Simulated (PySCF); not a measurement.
First SCF of a structure search on doublet H₃RuO₂, at a hand-made trigonal bipyramidal (ligand arrangement 1) geometry. PySCF input:

```python
from pyscf import gto, scf, dft
mol = gto.M(atom='''
Ru     0.000000     0.000000     0.000000
O     -0.855000     1.480900     0.000000
O     -0.855000    -1.480900     0.000000
H      0.000000     0.000000     1.570000
H      0.000000     0.000000    -1.570000
H      1.570000     0.000000     0.000000''',
    basis={'Ru': 'def2-TZVP', 'O': 'def2-TZVP', 'H': 'def2-TZVP'},
    ecp={'Ru': 'def2-TZVP'},
    charge=0, spin=1)
mf = dft.UKS(mol, xc='PBE0')
mf.grids.atom_grid = (50, 194)
aux = {'Ru': 'def2-universal-JKFIT', 'O': 'def2-universal-JKFIT', 'H': 'def2-universal-JKFIT'}
mf = mf.density_fit(auxbasis=aux)
mf.conv_tol = 1e-08
mf.diis_space = 10
mf.max_cycle = 60
mf.init_guess = 'minao'
mf.verbose = 4
mf.kernel()
```

Excerpt of the output (cycles alone):

```
init E= -238.942815128394
cycle= 1 E= -246.447049987159  delta_E= -7.5  |g|= 0.906  |ddm|= 3.03
cycle= 2 E= -245.514175871953  delta_E= 0.933  |g|= 1.77  |ddm|= 2.09
cycle= 3 E= -246.832730608355  delta_E= -1.32  |g|= 0.324  |ddm|= 1.37
cycle= 4 E= -246.803939927672  delta_E= 0.0288  |g|= 0.502  |ddm|= 0.322
cycle= 5 E= -246.890417910141  delta_E= -0.0865  |g|= 0.0583  |ddm|= 0.197
cycle= 6 E= -246.892638379645  delta_E= -0.00222  |g|= 0.0273  |ddm|= 0.0616
cycle= 7 E= -246.893431394923  delta_E= -0.000793  |g|= 0.00999  |ddm|= 0.0386
cycle= 8 E= -246.893730520267  delta_E= -0.000299  |g|= 0.00608  |ddm|= 0.0343
cycle= 9 E= -246.893785596446  delta_E= -5.51e-05  |g|= 0.0017  |ddm|= 0.0146
cycle= 10 E= -246.893791602751  delta_E= -6.01e-06  |g|= 0.000965  |ddm|= 0.00345
cycle= 11 E= -246.893794570348  delta_E= -2.97e-06  |g|= 0.000369  |ddm|= 0.00291
cycle= 12 E= -246.893795415439  delta_E= -8.45e-07  |g|= 0.000155  |ddm|= 0.00195
cycle= 13 E= -246.893795524974  delta_E= -1.1e-07  |g|= 6.01e-05  |ddm|= 0.000791
cycle= 14 E= -246.893795532117  delta_E= -7.14e-09  |g|= 1.45e-05  |ddm|= 0.000189
Extra cycle  E= -246.893795532444  delta_E= -3.27e-10  |g|= 1.74e-05  |ddm|= 2.87e-05
converged SCF energy = -246.893795532444  <S^2> = 0.80249493  2S+1 = 2.0518235
```

This is not the lowest solution: all starts ended here, but a stability analysis within the same unrestricted form found one 5.6 kJ/mol lower, at -246.89591 Eh.

Other spin states or occupations of the open shell can lie lower.

The search for the lowest solution, 3 starts and the stability check together, took 24 s on 4 threads of a shared Arm Neoverse V2 host, with 120 basis functions; the process peaked at 0.7 GiB.
